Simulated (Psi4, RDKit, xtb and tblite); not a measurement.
Relaxed torsion scan: C5H10O, SMILES C(CCOC)=C. Scanned: dihedral C1–C2–C3–C4 and dihedral C2–C3–C4–O5; all other coordinates were relaxed at GFN2-xTB. Points at φ and −φ are mirror images. Heavy atoms are numbered in the order of the SMILES C=CCCOC, hydrogens after them in the order of the atoms that carry them; the mirror image has the same energies with the sign of each dihedral reversed.

Computed with: GFN2-xTB (xtb and tblite); MMFF94 // GFN2-xTB (RDKit); PBE/def2-SVP // GFN2-xTB (Psi4); PBE-D3(BJ)/def2-SVP // GFN2-xTB (Psi4); UFF // GFN2-xTB (RDKit).

Energies in kJ/mol at chosen points (x: dihedral C1–C2–C3–C4 (°); y: dihedral C2–C3–C4–O5 (°)), relative to x = -60, y = 90:

| method | (-90, 90) | (180, 0) | (-150, 60) | (180, -30) | (90, -30) | (30, 30) | (150, -90) |
|---|---|---|---|---|---|---|---|
| GFN2-xTB | -2.3 | 13.0 | -6.2 | 0.6 | 3.1 | 2.0 | -6.6 |
| MMFF94 | -4.0 | 25.4 | -2.7 | 14.4 | 18.7 | 18.6 | -0.6 |
| PBE/def2-SVP | -2.0 | 13.9 | -3.8 | 5.5 | 8.9 | 7.4 | 1.6 |
| PBE-D3(BJ)/def2-SVP | -1.4 | 15.1 | -4.2 | 4.5 | 6.9 | 4.7 | 0.3 |
| UFF | 3.5 | 26.9 | 12.6 | 18.4 | 18.9 | 30.8 | 16.8 |
